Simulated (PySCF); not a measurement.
Molecule: `InChI=1S/C7H5F3/c1-4-3-6(5(4)2)7(8,9)10/h3H,1-2H2`.

Bonds (- single, = double, # triple, : aromatic): C1=C2, C2-C3, C3=C4, C4-C5, C5-F6, C5-F7, C5-F8, C4-C9, C9=C10, C9-C2. C1 carries H11, H12; C3 carries H13; C10 carries H14, H15. H15 is cis to C2; H12 is cis to C3; H14 is trans to C2; H11 is trans to C3.

Frames of a GFN2-xTB Langevin trajectory at 300 K; GIAO PBE0/pcSseg-1 shieldings in PySCF, gas phase, non-relativistic; equivalent atoms averaged within each frame.

Chemical shifts δ = σref − σ; TMS for ¹³C (σ = 186.93 ppm), ¹H (σ = 31.72 ppm); ¹⁹F (σ = 170.95 ppm) against CFCl3, all at this level. The references are static minima.

Problem. How do the shifts (ppm) fluctuate along the trajectory?

Solution. 
```csv
time (fs),C3,C2,C4,C9,C5,C1,C10,F6/F7/F8,H13,H12
optimised geometry,155.1,152.1,154.0,150.5,129.7,108.1,104.4,-79.1,7.42,5.40
250,160.1,155.3,150.7,149.4,132.2,109.3,105.7,-70.5,7.48,5.68
425,161.8,154.3,157.2,154.2,129.4,112.4,108.6,-74.2,7.72,5.61
625,146.1,146.8,158.8,155.7,126.8,101.2,99.0,-89.9,7.04,4.35
800,151.8,152.5,160.2,161.5,133.8,110.0,108.2,-69.0,7.31,6.37
1000,171.2,149.9,160.0,152.1,136.5,111.2,104.5,-51.1,7.90,5.45
mean of frames,158.2,151.8,157.4,154.6,131.7,108.8,105.2,-70.9,7.49,5.49
standard deviation,9.7,3.4,3.9,4.5,3.8,4.4,3.9,13.9,0.34,0.73
```

5 frames give an uncertainty of the mean of about the standard deviation over 2.2 at best, since frames this close in time may not be independent; classical motion lacks zero-point vibration, and the reference would need the same averaging.
